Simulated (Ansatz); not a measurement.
FeCl₃ was relaxed with r2SCAN-D4 (def2-SVP) in Ansatz in these states: charge +1 quintet, neutral quartet, neutral sextet. The geometries follow in no particular order.

A:

```xyz
4

Fe   -0.0491   -0.0990    0.0988
Cl    0.6463    1.3027   -1.2994
Cl    1.2493   -0.2122    1.7612
Cl   -1.8465   -0.9915   -0.5606
```

B:

```xyz
4

Fe    0.002   -0.009    0.001
Cl   -2.011   -0.301    0.681
Cl    0.455   -0.133   -2.092
Cl    1.554    0.443    1.410
```

C:

Cartesian coordinates in Å:
```
Fe 0.054 -0.062 -0.121
Cl -0.677 0.846 1.583
Cl 1.889 -0.973 0.252
Cl -1.265 0.189 -1.714
```

Judge from the bond lengths which geometry belongs to which state (an estimate).

A is the neutral quartet (Fe1–Cl2 2.098 Å, Fe1–Cl4 2.112 Å, Fe1–Cl3 2.112 Å); B is the neutral sextet (Fe1–Cl2 2.144 Å, Fe1–Cl4 2.144 Å, Fe1–Cl3 2.144 Å); C is the charge +1 quintet (Fe1–Cl2 2.065 Å, Fe1–Cl4 2.082 Å, Fe1–Cl3 2.083 Å).

At r2SCAN-D4/def2-SVP the charge 0 quartet is spin-contaminated (final ⟨S²⟩ up to 4.02, 3.75 for a pure state). At r2SCAN-D4/def2-SVP the relaxed charge 1 quintet is spin-contaminated (final ⟨S²⟩ up to 6.14, 6.00 for a pure state). At PBE0-D4/def2-TZVP a sextet lies 0.93 eV below the neutral quartet.
